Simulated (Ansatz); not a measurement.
Relaxation of C$_{2}$H$_{11}$GeNSi (16 atoms, charge 0, multiplicity 1), to a largest force component of 0.02 eV/Å in at most 50 steps.

Method: RHF/def2-SVP in Ansatz 0.2.0.

```xyz
16
Properties=species:S:1:pos:R:3
C -0.192 -1.958 0.943
Ge 1.201 -1.217 -0.166
C 0.651 0.445 -1.063
N 0.503 1.496 -0.052
Si -1.333 1.705 0.227
H 0.054 -2.884 1.341
H -1.126 -2.027 0.315
H -0.405 -1.196 1.761
H 1.574 -2.247 -1.202
H 2.445 -0.950 0.752
H -0.195 0.257 -1.699
H 1.557 0.753 -1.677
H 0.725 2.423 -0.445
H -1.990 0.452 0.639
H -1.527 2.673 1.331
H -1.966 2.252 -0.962
```

Task: Where does it end, and by what steps?

Result: It converged. The force dipped under the threshold on the way, but the program's further checks kept it going. After 24 steps the energy has fallen by 0.900 eV; H14 moved furthest, 1.41 Å.

| step | energy less start (eV) | largest force component (eV/Å) | accepted |
| --- | --- | --- | --- |
| 0 | 0.0000 | 3.695 | yes |
| 1 | -0.5437 | 1.607 | yes |
| 2 | -0.7009 | 0.783 | yes |
| 3 | -0.7553 | 0.475 | yes |
| 4 | -0.7948 | 0.498 | yes |
| 5 | -0.8237 | 0.203 | yes |
| 6 | -0.7587 | 2.411 | no |
| 7 | -0.8402 | 0.160 | yes |
| 8 | -0.8507 | 0.191 | yes |
| 9 | -0.8585 | 0.471 | yes |
| 10 | -0.8698 | 0.107 | yes |
| 11 | -0.7079 | 1.209 | no |
| 12 | -0.8753 | 0.034 | yes |
| 13 | -0.8798 | 0.061 | yes |
| 14 | -0.8837 | 0.168 | yes |
| 15 | -0.8839 | 0.366 | yes |
| 16 | -0.8896 | 0.215 | yes |
| 17 | -0.8936 | 0.086 | yes |
| 18 | -0.8963 | 0.044 | yes |
| 19 | -0.8967 | 0.145 | yes |
| 20 | -0.8989 | 0.046 | yes |
| 21 | -0.8995 | 0.010 | yes |
| 22 | -0.8998 | 0.027 | yes |
| 23 | -0.8999 | 0.024 | yes |
| 24 | -0.8999 | 0.007 | yes |

```xyz
16
Properties=species:S:1:pos:R:3
C 0.149 -2.252 1.020
Ge 1.304 -1.257 -0.214
C 0.328 0.278 -0.991
N -0.022 1.257 0.027
Si -1.421 2.269 -0.022
H 0.708 -3.036 1.531
H -0.678 -2.716 0.480
H -0.265 -1.576 1.769
H 1.812 -2.176 -1.341
H 2.527 -0.704 0.548
H -0.589 -0.115 -1.439
H 0.904 0.712 -1.818
H 0.761 1.585 0.560
H -2.639 1.432 -0.149
H -1.458 3.042 1.241
H -1.445 3.233 -1.157
```

Run time: 98 s on 2 threads of Arm Neoverse V1 (shared host), peak memory 0.44 GiB.
